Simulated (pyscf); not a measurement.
**HO–GeH₂–OH, singlet**

Gas-phase minimum from PySCF at ωB97X-D3(BJ)/def2-SVP, one conformer. 

SMILES: [OH][GeH2][OH]
```xyz
7

O     -1.0278    -0.3052    -0.0087
Ge    -0.7384    -2.0394     0.2409
O      0.6384    -2.6077    -0.7264
H     -1.4165    -0.0884    -0.8631
H     -0.3150    -2.1767     1.6968
H     -1.9972    -2.8305    -0.1669
H      0.4274    -2.7825    -1.6498
```

Bond lengths (Å): O1–Ge2 1.776, O1–H4 0.963, Ge2–O3 1.776, Ge2–H5 1.522, Ge2–H6 1.542, O3–H7 0.963. Bond angles (°): Ge2–O1–H4 114.2, O1–Ge2–O3 111.2, O1–Ge2–H5 105.5, O1–Ge2–H6 109.3, O3–Ge2–H5 106.0, O3–Ge2–H6 109.0, H5–Ge2–H6 115.7, Ge2–O3–H7 114.2.

Properties at ωB97X-D3(BJ)/def2-SVP:

- Harmonic wavenumbers, unscaled = 53, 224, 281, 546, 699, 723, 737, 855, 863, 883, 912, 2168, 2268, 3918, 3920 cm⁻¹
- Zero-point energy = 27.2 kcal/mol
- Rotational symmetry number = 1
- Entropy of this conformer at 298 K and 1 atm, rigid rotor and harmonic oscillator, modes under 100 cm⁻¹ raised to 100 = 304.9 J/(mol K)
- Dipole moment = 2.67 D

Single-point totals, which compare only within one level (frozen core for MP2 and CC):

| level | total energy (hartree) |
|---|---|
| ωB97X-D3(BJ)/def2-TZVP | -2229.94931 |
| PBE/def2-TZVP | -2229.48671 |
| r²SCAN/def2-TZVP | -2229.88389 |
| B3LYP-D3(BJ)/def2-TZVP | -2230.02309 |
| PBE0-D3(BJ)/def2-TZVP | -2229.54443 |
| M06-2X/def2-TZVP | -2229.91529 |
| ωB97M-D3(BJ)/def2-TZVP | -2230.01760 |
| HF/def2-TZVPP | -2227.54009 |
| MP2/def2-TZVPP | -2228.28757 |
| CCSD/def2-TZVPP | -2228.29692 |
| CCSD(T)/def2-TZVPP | -2228.32316 |

Soft torsions are taken as harmonic, which can shift the entropy by several J/(mol K). The CCSD(T) − MP2 part came from Ansatz, without density fitting, on the same reference. The frozen core leaves the outer d or s,p core shells of the metals and heavy elements correlated in the MP2 and CC values, and def2-TZVPP describes them poorly, so these totals are far from the basis limit. Elements up to Kr have no core potential and no relativistic terms here.
